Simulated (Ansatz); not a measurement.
Computed with Ansatz on PBE0-D4/def2-TZVP structures; ΔE is electronic, products minus reactants. CBS: MP2 limit from def2 TZ/QZ plus the TZ coupled-cluster correction, frozen cores. DFT in def2-TZVPP. B3LYP here is the variant with VWN-RPA as its local correlation; programs differ in this. For Br outer-core shells are correlated without core-valence functions, which leaves a few kJ/mol of doubt a bond. Scalar relativity is left out up to krypton. Each species was taken in one conformer, which may not be the lowest.

Reaction (ligand exchange at a B–C bond): `BCC(Cl)Br` + `CN[SiH2][SiH3]` → `BN(C)[SiH2][SiH3]` + `CC(Cl)Br`

```
             level  ΔE (kcal/mol)
          B3LYP-D4          -36.2
            B2PLYP          -36.3
               PBE          -35.6
SCS-MP2/def2-TZVPP          -36.7
     HF/def2-QZVPP          -33.3
    MP2/def2-QZVPP          -36.9
SCS-MP2/def2-QZVPP          -36.4
      HF/CBS(def2)          -33.3
```

(1) What does CCSD(T)/CBS give? (Best estimate.)

Largest T1 diagnostic among the species: 0.013.

Results:

(1) Ansatz gave: -36.4 kcal/mol. The listed levels differ from it by 0.2, 0.1, 0.8, -0.3, 3.1, -0.5, 0.0, 3.1 kcal/mol.

The D4 term adds −0.8 kcal/mol with B3LYP and −0.4 kcal/mol with PBE0; it sums over pairs of atoms, weighted by their polarisabilities, and B3LYP, whose exchange is more repulsive, gets the larger term. In def2-TZVPP, CCSD(T) changes the Hartree–Fock value by −3.5 kcal/mol (the triples alone add −0.8 kcal/mol) and MP2 by −3.9 kcal/mol.
